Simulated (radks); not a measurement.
Neutral rhenium, configuration [Xe] 4f13.5 5d6 6s1.5 (fractional occupations, a model configuration). All-electron calculation, Dirac Kohn-Sham, PBE, spin-unpolarised, spherical densities, point nucleus; open shells fill j = l - 1/2 first. Program: a radial shooting solver on a logarithmic mesh with Libxc functionals. Some entries of the table are withheld. Estimate them.

orbital,occ.,eigenvalue (hartree),<r^2> (bohr^2)
1s1/2,2,-2630.020,0.0004477
2s1/2,2,-455.7765,0.006816
2p1/2,2,-436.0549,0.004860
2p3/2,4,-383.1437,0.006058
3s1/2,2,-105.6454,0.04446
3p1/2,2,-96.85625,0.04076
3p3/2,4,-85.36640,0.04731
3d3/2,4,-70.63098,0.03660
3d5/2,6,-68.13780,0.03839
4s1/2,2,-22.15438,0.2188
4p1/2,2,-18.48838,(1)
4p3/2,4,-15.80023,(2)
4d3/2,4,-9.78719,0.2807
4d5/2,6,-9.28942,0.2935
5s1/2,2,-3.14314,1.194
5p1/2,2,-2.02709,1.446
4f5/2,6,-1.71555,(3)
4f7/2,7.5,-1.62151,(4)
5p3/2,4,-1.61555,1.722
6s1/2,1.5,-0.20476,11.10
5d3/2,4,-0.20158,4.298
5d5/2,2,-0.16852,4.785

Answer. 
(1) 4p1/2 <r^2> (bohr^2): 0.2251
(2) 4p3/2 <r^2> (bohr^2): 0.2597
(3) 4f5/2 <r^2> (bohr^2): 0.4008
(4) 4f7/2 <r^2> (bohr^2): 0.4132
